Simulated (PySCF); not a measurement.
C6H15Al. Atoms are numbered in the order given.

```xyz
22

Al     0.2646    -0.0362     0.2071
C      1.5653     0.8919    -0.9513
C      1.1775     1.2451    -2.3865
H      2.4886     0.2805    -0.9427
H      1.8606     1.8093    -0.4032
H      0.2961     1.9046    -2.4235
H      0.9212     0.3492    -2.9752
H      1.9881     1.7613    -2.9283
C     -1.6344    -0.3365    -0.2354
C     -2.2265     0.2700    -1.5061
H     -2.2136    -0.0117     0.6514
H     -1.7726    -1.4366    -0.2384
H     -1.7045    -0.0802    -2.4107
H     -2.1514     1.3695    -1.5092
H     -3.2939     0.0228    -1.6352
C      0.9242    -0.7219     1.9367
C     -0.1140    -1.3030     2.8965
H      1.4943     0.0886     2.4305
H      1.6976    -1.4820     1.7084
H     -0.6700    -2.1393     2.4418
H     -0.8668    -0.5528     3.1895
H      0.3340    -1.6859     3.8290
```
Charge 0, spin multiplicity 1.

Geometry: PBE0-D3(BJ)/def2-SVP. The isomer is the one that the SMILES or the coordinates give; other isomers of the formula were not compared. The values are those of a single conformer.

The numbers are results of KT2/pcSseg-1 run with PySCF, not measurements.

GIAO shieldings, no solvent; atoms listed in one row are averaged. δ = σ(ref) − σ: ¹³C against TMS (σ = 185.1 ppm); ¹H against TMS (σ = 31.47 ppm), references at their B3LYP-D3(BJ)/def2-TZVP geometries, non-relativistic.

Computed chemical shifts:
```json
[
 {"nucleus": "¹³C", "atoms": "C3, C10", "count": "2", "δ (ppm)": "14.9"},
 {"nucleus": "¹³C", "atoms": "C17", "count": "1", "δ (ppm)": "13.5"},
 {"nucleus": "¹³C", "atoms": "C2", "count": "1", "δ (ppm)": "13.5"},
 {"nucleus": "¹³C", "atoms": "C9", "count": "1", "δ (ppm)": "12.5"},
 {"nucleus": "¹³C", "atoms": "C16", "count": "1", "δ (ppm)": "11.4"},
 {"nucleus": "¹H", "atoms": "H13, H14, H15", "count": "3", "δ (ppm)": "1.65"},
 {"nucleus": "¹H", "atoms": "H6, H7, H8", "count": "3", "δ (ppm)": "1.62"},
 {"nucleus": "¹H", "atoms": "H20, H21, H22", "count": "3", "δ (ppm)": "1.36"},
 {"nucleus": "¹H", "atoms": "H11", "count": "1", "δ (ppm)": "1.06"},
 {"nucleus": "¹H", "atoms": "H12", "count": "1", "δ (ppm)": "0.85"},
 {"nucleus": "¹H", "atoms": "H4", "count": "1", "δ (ppm)": "0.82"},
 {"nucleus": "¹H", "atoms": "H5", "count": "1", "δ (ppm)": "0.67"},
 {"nucleus": "¹H", "atoms": "H18", "count": "1", "δ (ppm)": "0.57"},
 {"nucleus": "¹H", "atoms": "H19", "count": "1", "δ (ppm)": "0.42"}
]
```
